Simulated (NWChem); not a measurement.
System: C3H5F3; SMILES C[C@@H](F)C(F)F

NWChem input:

```
start job
memory heap 200 mb stack 900 mb global 1100 mb
geometry units angstroms noautosym nocenter noautoz
  C     -0.750735    -1.748845     0.373342
  C      0.311213    -0.663663     0.384865
  F      1.123746    -0.805046    -0.733447
  C     -0.279038     0.739658     0.358238
  F      0.724445     1.660814     0.325287
  F     -1.045877     0.906912    -0.758575
  H     -1.384261    -1.641471    -0.511358
  H     -0.272804    -2.731966     0.350960
  H     -1.381377    -1.691951     1.267822
  H      0.950243    -0.738313     1.274722
  H     -0.903994     0.937655     1.238358
end
basis spherical
  * library 6-31g*
end
dft
  xc m06-2x
  iterations 150
end
cosmo
  do_cosmo_smd true
  solvent benzene
end
task dft energy
```

All runs use the structure optimised with B3LYP/6-31G* (spherical d). Solvent: benzene.

Level: M06-2X/6-31G* with SMD (1 M gas to 1 M solution), gas-phase geometry.

Task: Give the results of this calculation. (M06-2X/6-31G* (spherical d), SMD on the gas-phase geometry.) Quantities: solvation free energy (kcal/mol); cavity-dispersion-structure term (kcal/mol); dipole in solution (D).

Result: 
| Quantity | Value |
|---|---|
| solvation free energy (kcal/mol) | -3.8 |
| cavity-dispersion-structure term (kcal/mol) | -0.5 |
| dipole in solution (D) | 3.58 |
